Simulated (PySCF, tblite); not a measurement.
Isomers of C4H12OP2Si, one GFN2-xTB conformer each. Single-point energies are computed at PBE0/pcSseg-1 (PySCF, gas phase, no added dispersion term), electronic only.

Problem. Rank them by PBE0/pcSseg-1 energy, lowest first (kJ/mol).
A. `[CH3:1][P:2]([CH3:3])[P@@:4]1(=[O:5])[CH2:6][C@H:7]1[SiH3:8]` with C1–P2–P4–O5 -37°
B. `[OH:1][CH2:2][CH2:3][CH2:4]/[P:5]=[P:6]/[CH2:7][SiH3:8]` with H–O1–C2–C3 58°, O1–C2–C3–C4 179°, C2–C3–C4–P5 -66°, C3–C4–P5–P6 113°, P5–P6–C7–Si8 92°

Solution. A (0.0), B (31.9).

As drawn, the lower has a three-membered ring and a P=O bond, which the higher lacks; the higher has an O–H bond, which the lower lacks. GFN2-xTB itself gives, in the same order: 0.0, 94.5. Both levels put the same isomer lowest.

Problem. Which frontier levels, dipoles and rotational constants go with these structures?

Solution. 
```csv
SMILES,"HOMO (eV, PBE0/pcSseg-1)",LUMO (eV),dipole (D),"A, B, C (MHz)"
CP(C)[P@@]1(=O)C[C@H]1[SiH3],-6.97,-0.26,2.38,"1704, 899.8, 728.7"
OCCC/P=P/C[SiH3],-6.99,-2.55,1.67,"1651, 577.6, 472.5"
```

Problem. What happens when harmonic zero-point energies from GFN2-xTB frequencies are added?

Solution. 
```csv
SMILES,ZPE (kJ/mol),electronic (kJ/mol),with ZPE (kJ/mol)
CP(C)[P@@]1(=O)C[C@H]1[SiH3],383.5,0.0,0.0
OCCC/P=P/C[SiH3],392.7,31.9,41.1
```

The zero-point energies span 9.2 kJ/mol. The order is unchanged.
